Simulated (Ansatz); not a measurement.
Reaction (SMILES): F[SiH2][SiH](F)F -> F[SiH2] + F[SiH]F (the Si-Si bond at the site shown breaks; other sites are not compared here)
Geometries: B3LYP-D3(BJ)/def2-TZVP minima from Ansatz (a quantum-chemistry and plane-wave program), one conformer each, not searched for the lowest.

Property: bond dissociation energy (electronic energy difference), in kcal/mol. Valence correlation only, unless marked. Open shells are spin-unrestricted. No spin-orbit coupling. Non-relativistic. Basis-set limits of correlation are two-point, X^-3; Hartree-Fock from the larger set.

CCSD(T)/CBS(aug-cc-pV(T+d)Z,aug-cc-pV(Q+d)Z) (Ansatz) gives 81.3 kcal/mol.

Problem. Another calculation gave 76.7 kcal/mol. Which level was it?
A) r2SCANh/def2-TZVPD (Ansatz)
B) B2GP-PLYP/def2-TZVPD (Ansatz)
C) B97M-V/def2-TZVPD (Ansatz)
D) BLYP/def2-TZVPD (Ansatz)

Solution. B, B2GP-PLYP/def2-TZVPD (Ansatz). The others give 73.6 (r2SCANh), 79.6 (B97M-V), 70.0 (BLYP) kcal/mol.
